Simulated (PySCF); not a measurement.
Problem. Give a PBE0-D3(BJ)/def2-SVP geometry of `CC[O][Al]([CH3])[F]`.

Solution. 
```
atom  x, y, z in Å
C1    -2.288   -0.151    0.381
C2    -1.257   -1.028   -0.303
O3     0.055   -0.669    0.004
Al4    1.018    0.688    0.282
C5     2.869    0.490    0.800
F6     0.340    2.203    0.093
H7    -2.172    0.903    0.081
H8    -3.310   -0.471    0.125
H9    -2.178   -0.208    1.476
H10   -1.411   -2.081   -0.003
H11   -1.408   -0.993   -1.399
H12    3.407    1.449    0.808
H13    3.394   -0.199    0.118
H14    2.938    0.053    1.809
```

Orientation and origin are arbitrary. Atoms count from 1 in this order. O3 (oxygen bonded to Al and C) is bent (angle 141.3°). Al4 (aluminium bonded to C, F and O) is planar (angles 120.9°, 120.5° and 118.6°, sum 360.0°, 0.00 Å off the plane of its three neighbours).

Bonds between heavy atoms (Å): C1–C2 1.516, C2–O3 1.394, O3–Al4 1.688, Al4–C5 1.932, Al4–F6 1.670.

Theory: PySCF 2.14.0, PBE0-D3(BJ)/def2-SVP geometry optimisation, gas phase.

Point group: C1 (no symmetry element, even within 0.4 Å). Stationary, but not proved a minimum. One conformer, not necessarily the lowest (C1–C2–O3–Al4 -37°, C2–O3–Al4–C5 176°).

Hardware: one thread, Arm Neoverse V1 (aarch64), shared host with 32 logical CPUs at a one-minute load of 23. Cost: 73 s wall, 0.53 GiB resident at most. That covers the optimisation of the geometry.
